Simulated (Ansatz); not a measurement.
Geometry optimisation, UKS r2SCANh-D4/STO-3G in Ansatz 0.2.0.

input.yaml

```yaml
crystal:
  periodic: [false, false, false]
  atoms:
    - { symbol: C, position_ang: [-0.4608, -0.5472, 1.3792] }
    - { symbol: C, position_ang: [0.2545, -0.1881, 0.0921] }
    - { symbol: O, position_ang: [0.7263, -1.4057, -0.4607] }
    - { symbol: C, position_ang: [-0.5983, 0.464, -0.9326] }
    - { symbol: "N", position_ang: [-0.8253, -0.09, -2.1171] }
    - { symbol: C, position_ang: [1.4247, 0.744, 0.4236] }
    - { symbol: O, position_ang: [1.4273, 1.9525, 0.2982] }
    - { symbol: H, position_ang: [-1.3068, -1.1638, 1.1557] }
    - { symbol: H, position_ang: [0.1383, -0.9865, 2.1417] }
    - { symbol: H, position_ang: [-0.9108, 0.405, 1.8562] }
    - { symbol: H, position_ang: [0.541, -1.3612, -1.3865] }
    - { symbol: H, position_ang: [-1.1752, 1.3921, -0.6307] }
    - { symbol: H, position_ang: [-1.5288, 0.5161, -2.6689] }
    - { symbol: H, position_ang: [2.2812, 0.2395, 0.8787] }
magnetization:
  spin_polarized: true
basis:
  gaussian: { orbitals: STO-3G }
hamiltonian:
  xc: r2scanh
  dispersion: d4
relax:
  f_tol: 0.02
  max_steps: 40
```

Command:

```bash
$ ansatz run input.yaml --threads 1 --pin off --max-ram 2048MiB --backend cpu --events-out ev --progress --plain --runs-dir out
```

**Question.** Where does it end, and by what steps?

**Answer.** The forces met the threshold. Limits of this set-up: minimal basis. After 32 steps the energy has fallen by 0.917 eV; H14 moved furthest, 1.25 Å.

```csv
step,energy less start (eV),largest force component (eV/Å),accepted
0,0.0000,4.424,yes
2,-0.7731,1.374,yes
4,-0.8625,0.238,yes
6,-0.8714,0.177,yes
8,-0.8733,0.088,yes
10,-0.8727,0.490,no
12,-0.8776,0.381,yes
14,-0.8834,0.319,yes
16,-0.8932,0.088,yes
18,-0.9038,0.091,yes
20,-0.9099,0.247,yes
22,-0.9142,0.098,yes
24,-0.9156,0.031,yes
26,-0.9160,0.044,yes
28,-0.9162,0.044,yes
30,-0.9165,0.033,yes
32,-0.9166,0.014,yes
```

```xyz
14
Properties=species:S:1:pos:R:3
C -0.580 -0.432 1.454
C 0.221 -0.227 0.132
O 0.771 -1.467 -0.370
C -0.661 0.421 -0.961
N -0.609 -0.181 -2.118
C 1.427 0.791 0.411
O 1.459 1.620 1.336
H -1.503 -0.994 1.265
H 0.037 -0.992 2.166
H -0.826 0.544 1.890
H 0.449 -1.399 -1.348
H -1.240 1.327 -0.703
H -1.233 0.336 -2.811
H 2.274 0.626 -0.313
```

Whether the end is a true minimum wasn't checked by a vibrational analysis.

Time of the run: 5.4 min on 1 thread of Arm Neoverse V2, on a shared host, peak memory 0.23 GiB.
